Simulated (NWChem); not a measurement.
Species: C₃H₅FSi; SMILES C#C[Si@H](C)F

```xyz
10

C      0.0137     2.5805    -0.1918
C     -0.0337     1.3862     0.0375
Si    -0.0699    -0.4120     0.3918
C      1.4338    -1.2494    -0.3046
F     -1.3980    -1.0324    -0.3164
H      0.0508     3.6367    -0.3941
H     -0.2200    -0.6178     1.8571
H      1.5013    -1.0816    -1.3901
H      2.3466    -0.8480     0.1628
H      1.3986    -2.3339    -0.1195
```
Atoms are numbered in this order, from 1.

Computed with NWChem. Pople sets run with spherical d functions. All runs use the structure optimised with PBE0/def2-SVP. Total energies compare along this basis series because the functional is fixed.

| level | basis functions | energy (Ha) | highest occupied level (eV) | orbital gap (eV) | dipole (D) |
|---|---|---|---|---|---|
| Hartree-Fock/STO-3G | 34 | -498.7295 | -8.77 | 18.55 | 1.22 |
| Hartree-Fock/3-21G | 59 | -502.2073 | -11.06 | 14.85 | 2.45 |
| Hartree-Fock/6-31G* | 84 | -504.8889 | -10.86 | 14.42 | 2.16 |
| Hartree-Fock/6-31+G* | 104 | -504.8996 | -11.07 | 12.55 | 2.23 |
| Hartree-Fock/6-311G** | 128 | -504.9698 | -11.06 | 14.23 | 2.33 |
